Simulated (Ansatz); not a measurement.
Two isomers of CH8BNOSi: A = `BN[SiH2]CO`, B = `N[SiH2]CBO`.

Program: Ansatz. Geometries: PBE0-D4/def2-TZVP. ΔE: electronic, gas phase. CCSD(T)/CBS adds triple-zeta CCSD(T) − MP2 to the extrapolated MP2 energy (def2 sets, frozen cores). Functionals use def2-TZVPP. B3LYP here is the variant with VWN-RPA as its local correlation; programs differ in this. One conformer a species, not always the lowest.

Problem. Which isomer does CCSD(T)/CBS put lower? Give the gap. (An estimate is asked.)

Solution. The calculation gave: B, by 138.0 kJ/mol.

Problem. Give E(B) − E(A) in kJ/mol with HF/def2-TZVPP, MP2/def2-TZVPP, B2PLYP, PBE0-D4, CCSD(T)/def2-TZVPP, B3LYP, CCSD/def2-TZVPP. (Best estimate.)

Solution. Computed: HF/def2-TZVPP -131.5, MP2/def2-TZVPP -144.1, B2PLYP -135.4, PBE0-D4 -137.5, CCSD(T)/def2-TZVPP -136.1, B3LYP -131.1, CCSD/def2-TZVPP -136.4. None reverses the order clearly.

Largest T1 diagnostic: 0.012.

From PBE to PBE0 (25 % exact exchange), in def2-TZVPP and without D4, E(B) − E(A) moves by −4.3 kJ/mol. In def2-TZVPP, CCSD(T) changes the Hartree–Fock value by −4.6 kJ/mol (the triples alone add +0.2 kJ/mol) and MP2 by −12.6 kJ/mol.
